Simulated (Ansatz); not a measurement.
Stepwise reaction of `C[Si](F)([SiH3])[SiH3]` with water, as a gas-phase model of exchange steps in deposition or etching. ΔE in kJ/mol.

Computed with Ansatz on PBE0-D4/def2-TZVP structures; ΔE is electronic, products minus reactants. CCSD(T)/CBS adds triple-zeta CCSD(T) − MP2 to the extrapolated MP2 energy (def2 sets, frozen cores). This one scheme is used for every species. DFT in def2-TZVPP. B3LYP here is the variant with VWN-RPA as its local correlation; programs differ in this. One conformer a species, not always the lowest.

```tsv
step	reaction	PBE-D4	B3LYP-D4	ωB97M-V	CCSD(T)/CBS
1	`C[Si](F)([SiH3])[SiH3]` + H₂O → `C[Si](O)(F)[SiH3]` + SiH₄	-93.7	-115.5	-121.9	-113.7
2	`C[Si](O)(F)[SiH3]` + H₂O → `C[Si](O)(O)F` + SiH₄	-112.5	-133.6	-140.9	-133.1
```

By hand: ΔE of the 2 steps together at CCSD(T)/CBS.

(-113.7) + (-133.1) = -246.8 kJ/mol, or -123.4 kJ/mol a step.

In ΔE each step is lower than the one before. All are downhill at CCSD(T)/CBS. PBE-D4 differs from CCSD(T)/CBS by 20.0 to 20.6 kJ/mol a step. Isolated molecules leave out the surface, adducts and barriers. Largest T1 diagnostic: 0.013.
